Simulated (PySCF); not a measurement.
Broadened absorption spectrum of C6H10BCl

C6H10BCl.
Structure used (GFN2-xTB), in Å, numbered top down from 1:
```
atom  x, y, z in Å
B1    -2.2976    0.1722   -1.1930
C2    -1.2235   -0.9200   -0.8448
C3    -0.3814   -0.6494    0.3758
C4    -1.0692   -0.8170    1.7011
C5     0.8628   -0.2890    0.2793
C6     2.1001    0.1010    0.1764
C7     2.4917    1.5335    0.0392
Cl8    3.0204    1.8664   -1.6543
H9    -3.0326   -0.0299   -2.0796
H10   -2.3653    1.1760   -0.5982
H11   -1.7020   -1.8983   -0.7324
H12   -0.5700   -1.0192   -1.7181
H13   -1.9713   -0.2072    1.7252
H14   -1.3627   -1.8577    1.8401
H15   -0.4174   -0.5249    2.5203
H16    2.9109   -0.6162    0.1446
H17    3.3437    1.7846    0.6704
H18    1.6545    2.2013    0.2363
```

Level of theory: TDDFT B3LYP/def2-SVPD, vertical, gas phase, core orbitals frozen in the response in PySCF.

Computed states:

```csv
state,E (eV),f
S1,4.16,0.0016
S2,4.75,0.0001
S3,5.21,0.0067
S4,5.77,0.0001
S5,5.95,0.0002
S6,6.04,0.027
S7,6.05,0.018
S8,6.27,0.0007
```

Broadening: Gaussians 0.3 eV wide at half height, area fixed by f = 4.319×10⁻⁹ ∫ε dν̃. The width is an assumption, not a result. The curve ends short of the highest state used, and states not computed would add to its high-energy end.

**Question.** What does the envelope look like, and where are its maxima?

**Answer.** 
E (eV), ε (L mol⁻¹ cm⁻¹) and a bar:
```
     3.71          0 
     3.77          1 
     3.82          4 
     3.88         12 #
     3.93         27 #
     3.99         58 ###
     4.05         97 #####
     4.10        127 ######
     4.16        142 #######
     4.21        132 #######
     4.27         98 #####
     4.33         59 ###
     4.38         32 ##
     4.44         13 #
     4.49          6 
     4.55          3 
     4.61          3 
     4.66          4 
     4.72          6 
     4.78          7 
     4.83         12 #
     4.89         31 ##
     4.94         71 ####
     5.00        166 ########
     5.06        316 ################
     5.11        458 #######################
     5.17        583 #############################
     5.22        603 ##############################
     5.28        512 #########################
     5.34        348 #################
     5.39        213 ###########
     5.45         97 #####
     5.50         43 ##
     5.56         18 #
     5.62         23 #
     5.67         59 ###
```

Maxima: 298 nm (4.16 eV), ε about 140, made up of S1 (100%); 238 nm (5.21 eV), ε about 610, made up of S3 (100%) (ε in L mol⁻¹ cm⁻¹; maxima over ε = 5, shares over 10%). At its high-energy end, 5.67 eV, the curve is still rising (ε about 59, from S6 and S7).

**Question.** What would ε be at 5.21 eV, the highest of these maxima, with half the width (0.15 eV)?

**Answer.** About 1210 L mol⁻¹ cm⁻¹ against 607, a factor of about 2.00; a lone state at its own centre would give exactly 2.

**Question.** Coming from long wavelengths, where does ε first pass 100 L mol⁻¹ cm⁻¹?

**Answer.** At about 306 nm (4.05 eV), 0.11 eV below S1.

**Question.** On this curve, what absorbance would a 10⁻⁵ mol/L sample give at 308 nm over a 1 cm path?

**Answer.** 308 nm is 4.025 eV, where ε is about 81 L mol⁻¹ cm⁻¹, so A = ε c l ≈ 0.00081 (Beer–Lambert, with the gas-phase spectrum and the assumed width).

One conformer stands for the species.
